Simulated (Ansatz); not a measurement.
The same path of AlF$_{4}$H$_{3}$OSi (10 atoms, charge 0, multiplicity 1) was run 3 times with different band settings. Lost on the way: Si1–F2, F5–Al7, O6–H10. Made: F2–H10.

Computed with RKS PBE-D4/def2-SVP (Ansatz).

Relaxed end points:

```xyz
10
Properties=species:S:1:pos:R:3
Si -0.246 0.168 0.235
F 0.399 0.658 1.662
F 0.873 -0.905 -0.216
F -0.319 1.588 -0.532
F -1.321 -0.528 -1.206
O -1.699 -0.422 1.039
Al -2.823 -1.127 -0.359
H -2.854 -2.713 -0.274
H -4.056 -0.155 -0.596
H -1.710 -0.301 2.007
```

```xyz
10
Properties=species:S:1:pos:R:3
Si -0.210 -0.121 -0.456
F -0.660 0.825 2.344
F 0.940 -0.936 0.314
F 0.161 1.440 -0.522
F -0.258 -0.673 -1.974
O -1.684 -0.349 0.240
Al -3.181 -1.242 0.052
H -3.329 -2.185 -1.216
H -4.221 -0.976 1.220
H -1.315 0.479 1.754
```

Common settings: spring 5.0 eV/Å²; optimiser quadratic models (default); start path through a guess of the saddle point; force threshold 0.03 eV/Å; end points relaxed.

| run | movable images | climbing image | iteration limit |
| --- | --- | --- | --- |
| 1 | 5 | yes | 60 |
| 2 | 6 | no | 60 |
| 3 | 5 | yes | 10 |

(1) What does each run give, and how far can it be trusted?

## Answers

(1) Run 1: converged after 30 iterations, highest image 1.304 eV above the first end. A vibrational analysis at the climbing image gives one clearly imaginary mode, 89i cm⁻¹: a first-order saddle point.
Run 2: converged after 41 iterations, highest image 1.300 eV above the first end. No image climbed, so the highest image needn't sit at the top of the path.
Run 3: not converged after 10 iterations, highest image 1.546 eV above the first end. The band didn't meet its force threshold, so its energies are provisional: the largest band force was still 0.50 eV/Å, and over the last iterations the top moved between 1.52 and 1.61 eV.
The orbitals stay closed-shell, which can raise the energy where a bond breaks towards radicals; this wasn't checked here.
